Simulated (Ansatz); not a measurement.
Calculated with Ansatz (gas phase, PBE0-D4/def2-TZVP geometries, no zero-point term in ΔE). CCSD(T)/CBS is the MP2 limit (def2-TZVPP, def2-QZVPP) plus CCSD(T) − MP2 in def2-TZVPP, frozen cores. Each species was taken in one conformer, which may not be the lowest.

Consider the formal exchange of groups at the Al–H bond: `C[CH2][AlH][SiH3]` + `N#C/C=C/F` → `C[CH2][Al]([F])[SiH3]` + `C=CC#N`.

```json
{"species": "`C[CH2][AlH][SiH3]`", "CCSD(T)/CBS(def2) energy (Eh)": "-612.59523"}
{"species": "`N#C/C=C/F`", "CCSD(T)/CBS(def2) energy (Eh)": "-269.79876"}
{"species": "`C[CH2][Al]([F])[SiH3]`", "CCSD(T)/CBS(def2) energy (Eh)": "-711.88239"}
{"species": "`C=CC#N`", "CCSD(T)/CBS(def2) energy (Eh)": "-170.61843"}
```

Question: Work out ΔE.

Answer: ΔE = (-711.88239) + (-170.61843) − (-612.59523) − (-269.79876) = -0.10683 Eh = -2.91 eV.

Largest T1 diagnostic among the species: 0.014.

From PBE to PBE0 (25 % exact exchange), in def2-TZVPP and without D4, ΔE moves by −0.06 eV.
